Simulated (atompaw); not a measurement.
An all-electron radial function and its pseudo partner (nitrogen)

Columns: radius, all-electron u(r) and pseudo u(r) of the 2s shell (level -25.09 eV) of nitrogen in the configuration [He] 2s2 2p2.5; PBE, non-relativistic, PAW (atompaw) scheme, atompaw 4.2.0.5.

```csv
r (bohr),all-electron,pseudo
0.062,0.3278,-0.0982
0.123,0.3970,-0.1936
0.185,0.3287,-0.2880
0.246,0.1938,-0.3774
0.308,0.0290,-0.4636
0.369,-0.1368,-0.5428
0.431,-0.2957,-0.6167
0.492,-0.4357,-0.6823
0.554,-0.5585,-0.7412
0.615,-0.6595,-0.7909
0.677,-0.7423,-0.8330
0.738,-0.8054,-0.8659
0.800,-0.8525,-0.8908
0.862,-0.8844,-0.9074
0.923,-0.9029,-0.9160
0.985,-0.9105,-0.9173
1.046,-0.9088,-0.9120
1.108,-0.8993,-0.9006
1.169,-0.8837,-0.8841
1.231,-0.8628,-0.8629
1.292,-0.8384,-0.8383
1.354,-0.8106,-0.8105
1.415,-0.7810,-0.7810
1.477,-0.7494,-0.7494
1.538,-0.7175,-0.7175
1.600,-0.6845,-0.6845
```

Problem. How many radial nodes do the two functions have?

Solution. The all-electron 2s function has n − l − 1 = 1; the pseudo-wave has 0, since the states of the same l below it are removed with the core.

Problem. Is the pseudo-wave norm-conserving?

Solution. No, it belongs to a PAW set: the norm inside the radius is not constrained, and the difference is carried by the augmentation charge.
